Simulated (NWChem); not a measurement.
Species: TeF2; SMILES F[Te]F

```xyz
3

Te     0.0000     0.0000     0.3312
F     -1.4324     0.0000    -0.9568
F      1.4324     0.0000    -0.9568
```
Atoms are numbered in this order, from 1.

Computed with NWChem. The geometry was optimised at PBE0/def2-SVP. Not confirmed as a minimum by frequencies. def2 effective core potentials on Te; no spin-orbit coupling. Ions are spin-unrestricted doublets at the neutral geometry; other ion states weren't tried.

**Question.** Estimate the computed values for PBE/def2-SVP. Quantities: vertical ionisation energy, ΔSCF (eV); −ε(HOMO) (eV).

**Answer.** 
```json
{
 "vertical ionisation energy, ΔSCF (eV)": "8.91",
 "−ε(HOMO) (eV)": "5.27"
}
```
